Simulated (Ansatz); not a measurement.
Ansatz (an electronic-structure program) input file for CH4Cl2Si, SMILES C[SiH](Cl)Cl, B3LYP-D3(BJ)/def2-SVP. 

Ansatz 0.2 input:
```yaml
crystal:
  periodic: [false, false, false]
  atoms:
    - {symbol: Si, position_ang: [-0.12336153, -0.07260321, 0.52866679]}
    - {symbol: C, position_ang: [-1.99921842, -0.30997396, 0.37794783]}
    - {symbol: Cl, position_ang: [0.82258791, -1.50038226, -0.54275974]}
    - {symbol: Cl, position_ang: [0.38618608, 1.74224931, -0.19914918]}
    - {symbol: H, position_ang: [0.34224851, -0.15840082, 1.90673734]}
    - {symbol: H, position_ang: [-2.30299206, -1.28920297, 0.73619331]}
    - {symbol: H, position_ang: [-2.53811334, 0.43493594, 0.95605636]}
    - {symbol: H, position_ang: [-2.32792888, -0.22278327, -0.65555745]}
basis:
  gaussian:
    orbitals: def2-SVP
hamiltonian:
  xc: b3lyp
  dispersion: d3bj
relax: {f_tol: 0.002, max_steps: 200}
```

Program output:

```
WARN ansatz: RAYON_NUM_THREADS=1 ignored (pool sized by the plan → 1); use --threads N
Functional definition: B3LYP
integrals: 0.04 GiB planned
897 factors; integrals over basis functions are off by at most 4.6e-4 eV
mean field: 0.34 GiB planned
mean field evaluation 1: about -34013.4383 eV, gradient 4.5e1 eV
mean field evaluation 2: about -34011.0872 eV, gradient 5.1e1 eV
mean field evaluation 4: about -34018.3335 eV, gradient 1.4e0 eV
mean field evaluation 8: about -34018.3438 eV, gradient 7.4e-3 eV
mean field -34018.34375876 eV, -1250.1510746728 hartree, gradient 9.9e-6 eV, S^2 0.000000; 0 other end points of the search recorded, 0 dependent functions left out
the calculation of the forces begins
reference -34018.34398788 eV, -1250.1510830927 hartree; 29, 29 occupied and 59, 59 virtual orbitals, 897 factors
relax step   1: F+E_penalty+E_count = -34018.73285580 eV  Δ(F+E_penalty+E_count) = +0.000e0 eV  max|allowed force component| = 1.519e0 eV/Å  Δτ_max = 0.0000 Å  (24 SCF iters, accepted)
these checks for a lower state are left out or cut short: starts, cluster_reference, orbital_swaps, neighbouring_geometries, increment
integrals: 0.04 GiB planned
897 factors; integrals over basis functions are off by at most 5.0e-4 eV
mean field: 0.34 GiB planned
mean field evaluation 16: about -34018.4266 eV, gradient 3.9e-2 eV
mean field -34018.43368294 eV, -1250.1543793256 hartree, gradient 5.8e-5 eV, S^2 0.000000; 0 other end points of the search recorded, 0 dependent functions left out
the calculation of the forces begins
reference -34018.43391367 eV, -1250.1543878046 hartree; 29, 29 occupied and 59, 59 virtual orbitals, 897 factors
relax step   2: F+E_penalty+E_count = -34018.81757970 eV  Δ(F+E_penalty+E_count) = -8.472e-2 eV  max|allowed force component| = 3.544e-1 eV/Å  Δτ_max = 0.0615 Å  (24 SCF iters, accepted)
these checks for a lower state are left out or cut short: starts, cluster_reference, orbital_swaps, neighbouring_geometries, increment
integrals: 0.04 GiB planned
897 factors; integrals over basis functions are off by at most 4.9e-4 eV
mean field: 0.34 GiB planned
mean field -34018.43773880 eV, -1250.1545283755 hartree, gradient 4.7e-5 eV, S^2 0.000000; 0 other end points of the search recorded, 0 dependent functions left out
the calculation of the forces begins
reference -34018.43796989 eV, -1250.1545368680 hartree; 29, 29 occupied and 59, 59 virtual orbitals, 897 factors
relax step   3: F+E_penalty+E_count = -34018.82326433 eV  Δ(F+E_penalty+E_count) = -5.685e-3 eV  max|allowed force component| = 8.692e-2 eV/Å  Δτ_max = 0.0188 Å  (25 SCF iters, accepted)
these checks for a lower state are left out or cut short: starts, cluster_reference, orbital_swaps, neighbouring_geometries, increment
integrals: 0.04 GiB planned
897 factors; integrals over basis functions are off by at most 4.9e-4 eV
mean field: 0.34 GiB planned
mean field -34018.43784179 eV, -1250.1545321604 hartree, gradient 2.6e-5 eV, S^2 0.000000; 0 other end points of the search recorded, 0 dependent functions left out
the calculation of the forces begins
reference -34018.43807274 eV, -1250.1545406477 hartree; 29, 29 occupied and 59, 59 virtual orbitals, 897 factors
relax step   4: F+E_penalty+E_count = -34018.82368080 eV  Δ(F+E_penalty+E_count) = -4.165e-4 eV  max|allowed force component| = 1.415e-2 eV/Å  Δτ_max = 0.0050 Å  (21 SCF iters, accepted)
these checks for a lower state are left out or cut short: starts, cluster_reference, orbital_swaps, neighbouring_geometries, increment
integrals: 0.04 GiB planned
897 factors; integrals over basis functions are off by at most 4.9e-4 eV
mean field: 0.34 GiB planned
mean field evaluation 32: about -34018.4378 eV, gradient 6.9e-2 eV
mean field -34018.43785378 eV, -1250.1545326011 hartree, gradient 3.0e-5 eV, S^2 0.000000; 0 other end points of the search recorded, 0 dependent functions left out
the calculation of the forces begins
reference -34018.43808473 eV, -1250.1545410883 hartree; 29, 29 occupied and 59, 59 virtual orbitals, 897 factors
relax step   5: F+E_penalty+E_count = -34018.82369645 eV  Δ(F+E_penalty+E_count) = -1.565e-5 eV  max|allowed force component| = 3.581e-3 eV/Å  Δτ_max = 0.0017 Å  (18 SCF iters, accepted)
these checks for a lower state are left out or cut short: starts, cluster_reference, orbital_swaps, neighbouring_geometries, increment
integrals: 0.04 GiB planned
897 factors; integrals over basis functions are off by at most 4.9e-4 eV
mean field: 0.34 GiB planned
mean field -34018.43786694 eV, -1250.1545330846 hartree, gradient 8.8e-5 eV, S^2 0.000000; 0 other end points of the search recorded, 0 dependent functions left out
the calculation of the forces begins
reference -34018.43809789 eV, -1250.1545415720 hartree; 29, 29 occupied and 59, 59 virtual orbitals, 897 factors
relax step   6: F+E_penalty+E_count = -34018.82370772 eV  Δ(F+E_penalty+E_count) = -1.127e-5 eV  max|allowed force component| = 5.448e-4 eV/Å  Δτ_max = 0.0040 Å  (18 SCF iters, accepted)
these checks for a lower state are left out or cut short: starts, cluster_reference, orbital_swaps, neighbouring_geometries, increment
integrals: 0.04 GiB planned
897 factors; integrals over basis functions are off by at most 4.9e-4 eV
mean field: 0.34 GiB planned
mean field -34018.43787721 eV, -1250.1545334622 hartree, gradient 4.8e-5 eV, S^2 0.000000; 0 other end points of the search recorded, 0 dependent functions left out
the calculation of the forces begins
reference -34018.43810817 eV, -1250.1545419498 hartree; 29, 29 occupied and 59, 59 virtual orbitals, 897 factors
relax step   7: F+E_penalty+E_count = -34018.82370979 eV  Δ(F+E_penalty+E_count) = -2.071e-6 eV  max|allowed force component| = 1.123e-3 eV/Å  Δτ_max = 0.0028 Å  (18 SCF iters, accepted)
integrals: 0.04 GiB planned
897 factors; integrals over basis functions are off by at most 4.9e-4 eV
mean field: 0.34 GiB planned
mean field -34018.43787721 eV, -1250.1545334622 hartree, gradient 4.8e-5 eV, S^2 0.000000; 1 other end points of the search recorded, 0 dependent functions left out
the calculation of the forces begins
reference -34018.43810817 eV, -1250.1545419498 hartree; 29, 29 occupied and 59, 59 virtual orbitals, 897 factors
Total energy: -34018.82394075 eV, -1250.1687210356 hartree
Atom 0 at    -0.154261    -0.078723     0.535908 Å, force     0.001040    -0.000361     0.000513 eV/Å
Atom 1 at    -1.994166    -0.309397     0.378873 Å, force    -0.001123     0.000169    -0.000603 eV/Å
Atom 2 at     0.817734    -1.538354    -0.572562 Å, force    -0.000227     0.000144    -0.000509 eV/Å
Atom 3 at     0.369114     1.788641    -0.201046 Å, force    -0.000467    -0.000540    -0.000017 eV/Å
Atom 4 at     0.336180    -0.168530     1.930773 Å, force    -0.000474     0.000383     0.000172 eV/Å
Atom 5 at    -2.289259    -1.300893     0.757574 Å, force     0.000435     0.000329    -0.000008 eV/Å
Atom 6 at    -2.527331     0.463644     0.954805 Å, force     0.000331    -0.000157    -0.000097 eV/Å
Atom 7 at    -2.298602    -0.232548    -0.676189 Å, force     0.000485     0.000033     0.000549 eV/Å
Dipole moment:    -0.362778    -0.071850     0.205829 e Å
```

The calculation finished and met its thresholds.

Cost: very roughly 30 core-seconds.
